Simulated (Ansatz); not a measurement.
## Match the barriers

Saddle point of CH7BrGe, closed shell (CH₅BrGe ([CH3][GeH2][Br]) + H₂ → CH₆Ge ([CH3][GeH3]) + HBr; bonds formed: Ge1–H7, Br2–H6; bonds broken: Ge1–Br2, H6–H7), PBE0-D4/def2-TZVP structure:

| atom | x (Å) | y (Å) | z (Å) |
| --- | --- | --- | --- |
| Ge1 | -0.3308 | -0.6753 | 0.1668 |
| Br2 | 2.2092 | -0.4048 | -1.1073 |
| H3 | -0.4362 | -1.9045 | -0.7276 |
| H4 | -1.1270 | -0.9585 | 1.4738 |
| C5 | -0.6811 | 1.1321 | -0.4094 |
| H6 | 1.5329 | -0.7339 | 0.7196 |
| H7 | 1.0353 | -0.8636 | 1.4096 |
| H8 | -0.4809 | 1.2131 | -1.4755 |
| H9 | -1.7151 | 1.3910 | -0.1713 |
| H10 | -0.0065 | 1.8044 | 0.1211 |

Program: Ansatz 0.2.0. Basis: def2-TZVPP, with def2-QZVPP for the basis limit. Cores are frozen in the correlated methods. Filled d shells of the heavier atoms are correlated. The def2 sets are not built for correlating such inner shells, so the correlated values are less sure here. Extrapolation: Hartree–Fock as exp(−7.88 √X), correlation as X^−2.97. Four methods, as single points on the PBE0-D4 structures, gave these electronic barriers from the start structure: 187.4, 200.4, 224.0, 252.2 kJ/mol.

(1) The methods were, in alphabetical order, CCSD(T), HF, PBE-D4, PBE0-D4. Which gave which? (A judgement: the text doesn't fix the answer.)

T1 diagnostic: at most 0.011.

Results:

(1) The calculation gives: PBE-D4 187.4; PBE0-D4 200.4; CCSD(T) 224.0; HF 252.2 kJ/mol. For comparison, CCSD(T) at an estimated basis limit (MP2 extrapolated from triple and quadruple zeta, plus CCSD(T) − MP2 in triple zeta) gives 218.7 kJ/mol.

Labels in which every atom is bracketed show which atoms are joined, not bond orders.

For scale, one of the runs: CCSD(T)/def2-TZVPP, 225 basis functions, launched by `ansatz run in.yaml --threads 8 --pin off --events-out ev --progress --plain --max-ram 19148MiB`. Time: 23 s of wall clock on 8 CPU threads of an Intel Xeon 6975P-C; the host was shared. Peak host memory: 4.2 GiB.
